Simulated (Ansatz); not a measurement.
Z-matrix (Å, degrees):
```
C
I 1 2.160
C 1 1.488 2 110.0
H 1 1.088 2 105.3 3 -123.2
H 1 1.088 2 103.6 3 120.8
C 3 1.342 1 120.1 2 -110.2
B 3 1.543 1 120.9 2 72.0
H 6 1.084 3 120.6 1 -180.0
H 6 1.088 3 122.6 1 -0.2
H 7 1.196 3 119.1 1 -177.1
H 7 1.196 3 121.1 1 4.6
```

Total charge 0; spin multiplicity 1. I takes the def2 core potential.

(1) List the B3LYP/def2-TZVPP orbital energies in eV (Ansatz). (Estimate.)

## Answers

(1) The calculation gave: Occupied: -278.31, -277.65, -277.19, -186.09, -183.71, -132.33, -132.02, -132.01, -52.00, -51.91, -51.90, -51.63, -51.63, -22.42, -20.04, -17.81, -15.97, -13.96, -12.74, -12.27, -11.33, -10.21, -9.33, -9.28, -8.00, -7.09, -7.05. Lowest empty: -2.44, -1.35, 0.50, 1.39, 1.85, 1.98, 2.32, 2.59.

B3LYP here is the variant with VWN-RPA as its local correlation; programs differ in this.
